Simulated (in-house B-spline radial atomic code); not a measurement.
Orbital energies and mean radii along the 30-electron series, configuration [Ar] 3d10 4s2. The effective charge is n√(-2ε), a non-relativistic measure. Computed with a B-spline radial code for spherical atoms: Dirac-Hartree-Fock, average of the configuration, finite nuclei.

```
  ion   Z  energy of 2p3/2 (Eh)  mean radius of 2p3/2 (bohr)  energy of 3d5/2 (Eh)  mean radius of 3d5/2 (bohr)  effective charge of 2p3/2
   Zn  30               -38.851                      0.19912              -0.75473                      0.88322                      17.63
  Ga+  31               -42.714                      0.19166               -1.4597                      0.79258                     18.486
 Ge2+  32                     ?                            ?                     ?                            ?                          ?
 As3+  33               -51.339                      0.17827               -3.3286                      0.66685                     20.266
 Se4+  34                -56.07                      0.17224                -4.464                      0.62032                     21.179
 Br5+  35                -61.07                      0.16659               -5.7248                      0.58079                     22.103
 Kr6+  36               -66.336                      0.16129               -7.1076                      0.54662                     23.037
 Rb7+  37               -71.865                       0.1563               -8.6099                      0.51668                     23.978
 Sr8+  38               -77.655                      0.15161                -10.23                      0.49016                     24.925
Zr10+  40               -90.014                      0.14299                -13.82                      0.44512                     26.835
Nb11+  41                -96.58                      0.13903               -15.787                      0.42578                     27.796
Mo12+  42                -103.4                      0.13527               -17.869                      0.40815                     28.762
Tc13+  43               -110.48                       0.1317               -20.064                      0.39201                      29.73
Ru14+  44                     ?                            ?                     ?                            ?                          ?
Rh15+  45               -125.41                      0.12509               -24.795                      0.36344                     31.675
Pd16+  46               -133.26                      0.12202               -27.329                      0.35073                     32.651
Ag17+  47               -141.37                      0.11909               -29.976                      0.33891                      33.63
Cd18+  48               -149.73                      0.11629               -32.736                      0.32789                      34.61
In19+  49               -158.35                      0.11361               -35.607                      0.31759                     35.592
Sn20+  50                     ?                            ?                     ?                            ?                          ?
Sb21+  51               -176.35                       0.1086               -41.686                      0.29886                     37.561
```

Question: Fill in the row of Ge2+.

Answer: energy of 2p3/2 (Eh): -46.884; mean radius of 2p3/2 (bohr): 0.18473; energy of 3d5/2 (Eh): -2.3241; mean radius of 3d5/2 (bohr): 0.7229; effective charge of 2p3/2: 19.367.

Question: Fill in the row of Ru14+.

Answer: energy of 2p3/2 (Eh): -117.82; mean radius of 2p3/2 (bohr): 0.12831; energy of 3d5/2 (Eh): -22.373; mean radius of 3d5/2 (bohr): 0.37716; effective charge of 2p3/2: 30.701.

Question: Fill in the row of Sn20+.

Answer: energy of 2p3/2 (Eh): -167.22; mean radius of 2p3/2 (bohr): 0.11105; energy of 3d5/2 (Eh): -38.591; mean radius of 3d5/2 (bohr): 0.30793; effective charge of 2p3/2: 36.576.

Question: How does the screening of 2p3/2 change?

Answer: Z less the effective charge goes from 12.37 at Z = 30 to 13.44 at Z = 51.
